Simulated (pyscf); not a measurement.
`[NH]=[Zr]([Cl])[Cl]`, singlet

Gas-phase minimum from PySCF at ωB97X-D3(BJ)/def2-SVP, one conformer. 

SMILES: [NH]=[Zr]([Cl])[Cl]
```xyz
5

N      1.3768    -0.5241     0.1373
Zr    -0.0185     0.1042    -0.7850
Cl    -0.3649     2.4575    -0.6096
Cl    -1.6612    -1.5277    -1.3550
H      2.1397    -0.8808     0.7086
```
Charge 0, spin multiplicity 1.

Bonded distances (Å): N1–Zr2 1.787, N1–H5 1.018, Zr2–Cl3 2.385, Zr2–Cl4 2.385. Bond angles (°): Zr2–N1–H5 176.9, N1–Zr2–Cl3 115.0, N1–Zr2–Cl4 114.9, Cl3–Zr2–Cl4 126.4.

Properties at ωB97X-D3(BJ)/def2-SVP:

```yaml
harmonic_wavenumbers_unscaled: 33, 99, 174, 368, 428, 512, 694, 990, 3648 cm⁻¹
zero_point_energy: 9.9 kcal/mol
rotational_symmetry_number: 1
Entropy of this conformer at 298 K and 1 atm, rigid rotor and harmonic oscillator, modes under 100 cm⁻¹ raised to 100: 342.5 J/(mol K)
dipole_moment: 1.92 D
```

Single-point totals, which compare only within one level (frozen core for MP2 and CC):

```csv
level,total energy (hartree)
ωB97X-D3(BJ)/def2-TZVP,-1023.07229
PBE/def2-TZVP,-1022.59682
r²SCAN/def2-TZVP,-1022.95545
B3LYP-D3(BJ)/def2-TZVP,-1023.07474
PBE0-D3(BJ)/def2-TZVP,-1022.64434
M06-2X/def2-TZVP,-1022.86892
ωB97M-D3(BJ)/def2-TZVP,-1023.09223
HF/def2-TZVPP,-1020.77762
MP2/def2-TZVPP,-1021.71231
CCSD/def2-TZVPP,-1021.72841
CCSD(T)/def2-TZVPP,-1021.77697
```

The lowest mode is so soft that the shape along it may change with the basis. The CCSD(T) − MP2 part came from Ansatz, without density fitting, on the same reference. The frozen core leaves the outer d or s,p core shells of the metals and heavy elements correlated in the MP2 and CC values, and def2-TZVPP describes them poorly, so these totals are far from the basis limit. Elements past Kr carry the def2 core potentials, without spin-orbit coupling.
